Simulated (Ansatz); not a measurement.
Ideal-gas functions of `[F][Zn][F]` at 600 K and 1 bar, from an Ansatz frequency run at PBE0-D4/def2-TZVP.

Molar mass 103.39 g/mol, point group D∞h (symmetry number 2), electronic degeneracy 1, moments of inertia 113.928 u Å². Harmonic wavenumbers (cm⁻¹, unscaled): 165, 165, 602, 764.

Use S(trans) = R[1.5 ln M + 2.5 ln T − 1.1517]; rotational temperatures θ = 24.2544 K / I; S(rot) = R[ln(T/σθ) + 1]; for each mode x = 1.438777 ν̃/T, S = R[x/(eˣ − 1) − ln(1 − e⁻ˣ)] and H = RT x/(eˣ − 1); 1 cm⁻¹ = 0.0119627 kJ/mol; R = 8.31446 J/(mol·K).

**Question.** By hand: the entropy, in J/(mol·K).

**Answer.** Translation 181.2. Rotation: θ = 0.2129 K, giving 68.6. Vibration, mode by mode: 16.08, 16.08, 5.95, 4.35, in all 42.5. Electronic 0.0. Sum 292.3 J/(mol·K).

**Question.** By hand: H − E and G − E in kJ/mol, counted from the electronic energy.

**Answer.** Zero-point energy ½ × 1696 × 0.0119627 = 10.1; thermal vibration 12.1; translation, rotation and pV give 3.5 RT = 17.5. H − E = 39.7 kJ/mol, and G − E = 39.7 − 600 × 292.3/1000 = -135.7 kJ/mol.

Vibration gives 15 % of the entropy.
